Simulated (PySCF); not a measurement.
Al(Cl)(Et)(NH2) (C2H7AlClN), SMILES [Al]([CH2]C)([Cl])[NH2]. Atoms are numbered in the order given.

```xyz
12

Al     0.3018     0.3688     0.2764
Cl    -1.7688     0.0224     0.6433
C      1.1106    -0.2428    -1.4044
C      0.6137    -1.6093    -1.9077
H      2.2174    -0.2389    -1.2889
H      0.8969     0.5426    -2.1656
H     -0.4903    -1.6288    -2.0166
H      0.8792    -2.4285    -1.2072
H      1.0470    -1.8743    -2.8956
N      1.1857     1.2223     1.5631
H      0.7667     1.5604     2.4324
H      2.1826     1.4480     1.5429
```

Geometry: PBE-D3(BJ)/def2-SVP. The structure was generated by enumeration; whether it is a known compound was not checked. One conformer was computed; it need not be the lowest.

The numbers are results of ωB97X/def2-TZVP (PySCF), not measurements.

Computed frontier levels, gap, dipole moment and polarisability:
The highest occupied level is -10.05 eV and the lowest empty level is 1.78 eV. The orbital gap comes out as 11.83 eV, the dipole moment comes out as 2.46 D and the quadrupole, principal values (traceless, Buckingham form, about the centre of nuclear charge) is -4.40, 0.10, 4.30 D·Å. The mean static polarisability comes out as 67.3 bohr³ (9.97 Å³) and the polarisability, principal values is 56.3, 71.0, 74.5 bohr³.
